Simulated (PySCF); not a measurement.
Run record: geometry optimisation, Sb3P.

Computed with PBE0-D3(BJ)/def2-SVP geometry optimisation, gas phase, def2 core potentials past Kr (PySCF 2.14.0). Start geometry: GFN2-xTB. A driver script takes a list of jobs; this job's settings line and coordinates (Å) are shown.

Input:
```
{"job": {"xc": "PBE0", "basis": "def2-SVP", "d3": "d3bj", "grid": 1, "maxiter": 30, "shake": 0.03, "kind": "geom"}, "charge": 0, "multiplicity": 1}
P     -1.188670     0.265960    -0.533510
Sb    -0.334850    -1.045580     1.281000
Sb     0.647800     1.435550     0.464650
Sb     0.959020    -0.746370    -1.242610
```

Output:
```
step   0  E = -1062.00468509  max force = 0.057090
step   1  E = -1062.01620481  max force = 0.007554
step   2  E = -1062.01691136  max force = 0.001169
step   3  E = -1062.01692406  max force = 0.000228
optimisation converged
```

Energies in Eh; «max force» is the largest Cartesian gradient component in Eh/bohr.

**Question.** How much energy does the optimisation release, in kcal/mol?

**Answer.** E(step 0) − E(last step) = 0.012239 Eh, which is 7.7 kcal/mol.

Main results: final energy -1062.01692 Eh after 3 steps; dipole 1.26 D.

**Question.** Estimate the wall time. Hardware: one thread, Arm Neoverse V2 (aarch64), shared host. And the peak memory of the process?

**Answer.** About 25 s, with 0.40 GiB resident at the peak, the Python interpreter and its libraries included.
Labels such as C1 count atoms from 1, the log's own numbers from 0.
